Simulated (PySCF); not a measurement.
CH3Zn, SMILES [CH3][Zn+], charge +1.

Geometry optimised at B3LYP-D3(BJ)/def2-TZVP. The multiplicity is an assumed one; other spin states were not compared. The isomer is the one that the SMILES or the coordinates give; other isomers of the formula were not compared.

These are TDA-CAM-B3LYP/def2-TZVPD (PySCF 2.14.0) values and carry that method's errors.

Vertical excitations; the highest root listed may be one member of a degenerate set. The molecule is in vacuum. State labels are in the subgroup Cs.

Computed lowest excited states:
```json
[
 {"state": "S1", "symmetry": "A'", "energy (eV)": "5.76", "λ (nm)": "215", "f": "0.651", "main pairs": "HOMO→LUMO 91 %"},
 {"state": "S2", "symmetry": "A'", "energy (eV)": "6.67", "λ (nm)": "186", "f": "0.006", "main pairs": "HOMO−1→LUMO (degenerate set)"},
 {"state": "S3", "symmetry": "A\"", "energy (eV)": "6.67", "λ (nm)": "186", "f": "0.006", "main pairs": "HOMO−2→LUMO (degenerate set)"},
 {"state": "S4", "symmetry": "A'", "energy (eV)": "7.95", "λ (nm)": "156", "f": "0.300", "main pairs": "HOMO→LUMO+2 (degenerate set)"},
 {"state": "S5", "symmetry": "A\"", "energy (eV)": "7.95", "λ (nm)": "156", "f": "0.300", "main pairs": "HOMO→LUMO+1 (degenerate set)"},
 {"state": "S6", "symmetry": "A'", "energy (eV)": "9.40", "λ (nm)": "132", "f": "0.000", "main pairs": "HOMO−4→LUMO (degenerate set)"},
 {"state": "S7", "symmetry": "A\"", "energy (eV)": "9.40", "λ (nm)": "132", "f": "0.000", "main pairs": "HOMO−5→LUMO (degenerate set)"},
 {"state": "S8", "symmetry": "A'", "energy (eV)": "9.47", "λ (nm)": "131", "f": "0.031", "main pairs": "HOMO→LUMO+3 71 %, HOMO−3→LUMO 21 %"},
 {"state": "S9", "symmetry": "A'", "energy (eV)": "9.57", "λ (nm)": "129", "f": "0.026", "main pairs": "HOMO−6→LUMO (degenerate set)"},
 {"state": "S10", "symmetry": "A\"", "energy (eV)": "9.57", "λ (nm)": "129", "f": "0.026", "main pairs": "HOMO−7→LUMO (degenerate set)"},
 {"state": "T1", "symmetry": "A'", "energy (eV)": "2.66", "λ (nm)": "465", "f": "0", "main pairs": "HOMO→LUMO 98 %"},
 {"state": "T2", "symmetry": "A'", "energy (eV)": "6.19", "λ (nm)": "200", "f": "0", "main pairs": "HOMO−1→LUMO (degenerate set)"},
 {"state": "T3", "symmetry": "A\"", "energy (eV)": "6.19", "λ (nm)": "200", "f": "0", "main pairs": "HOMO−2→LUMO (degenerate set)"},
 {"state": "T4", "symmetry": "A'", "energy (eV)": "6.56", "λ (nm)": "189", "f": "0", "main pairs": "HOMO→LUMO+2 92 %"}
]
```
Triplets are in the Tamm–Dancoff approximation.
